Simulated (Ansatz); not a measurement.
Input for Ansatz (a quantum-chemistry and plane-wave program): R-PBE0/def2-TZVPPD on germylsilane (SMILES [SiH3][GeH3]) with ghost functions, monomers drawn apart or pushed together. Files ending in .json are basis or fitting sets from the Basis Set Exchange.

Ansatz 0.2 input:
```yaml
crystal:
  periodic: [false, false, false]
  atoms:
    - {symbol: Si, position_ang: [0.66080176, 1.33791132, 0.64120448]}
    - {symbol: Ge, position_ang: [-0.36327853, -0.80312333, 0.37042253]}
    - {symbol: H, position_ang: [0.10281531, 2.03573018, 1.82168199]}
    - {symbol: H, position_ang: [0.41364779, 2.16509865, -0.56402167]}
    - {symbol: H, position_ang: [2.12381500, 1.18202262, 0.82137389]}
    - {symbol: H, position_ang: [0.11555655, -1.79325123, 1.44607971]}
    - {symbol: H, position_ang: [-0.01901249, -1.39424524, -1.00953434]}
    - {symbol: H, position_ang: [-1.89585503, -0.69020458, 0.47132665]}
basis:
  gaussian:
    orbitals: def2-TZVPPD.json
    ghost_atoms:
      - {symbol: C, position_ang: [0.04937982, 0.02135867, 3.95594423]}
      - {symbol: H, position_ang: [0.00269442, -0.51744316, 4.90134238]}
      - {symbol: H, position_ang: [0.16390151, 1.08708607, 4.14774784]}
      - {symbol: H, position_ang: [0.89932661, -0.33767296, 3.37738534]}
      - {symbol: H, position_ang: [-0.86899165, -0.14962095, 3.39599111]}
hamiltonian:
  xc: {name: PBE0}
scf: {lower_state_search: off}
```

It printed:

```
WARN ansatz: RAYON_NUM_THREADS=1 ignored (pool sized by the plan → 1); use --threads N
Functional definition: PBE0
these checks for a lower state are left out or cut short: stability, starts, cluster_reference, orbital_swaps, neighbouring_geometries, increment
integrals: 0.30 GiB planned
1466 factors; their error is unknown
mean field: 1.53 GiB planned
mean field evaluation 1: about -64482.3085 eV, gradient 1.8e1 eV
mean field evaluation 2: about -64482.5783 eV, gradient 1.6e1 eV
mean field evaluation 4: about -64482.7648 eV, gradient 4.5e-1 eV
mean field evaluation 8: about -64483.0095 eV, gradient 1.3e-2 eV
mean field -64483.00948165 eV, -2369.7068902968 hartree, gradient 1.4e-6 eV, S^2 0.000000; 0 other end points of the search recorded, 0 dependent functions left out
reference -64483.00951793 eV, -2369.7068916302 hartree; 26, 26 occupied and 283, 283 virtual orbitals, 1466 factors
Total energy: -64483.00951793 eV, -2369.7068916302 hartree
Checks for a lower state left out: stability, starts, cluster_reference, orbital_swaps, neighbouring_geometries, increment
```

The calculation finished and met its thresholds.

Cost: about 11 core-seconds (a rough figure).
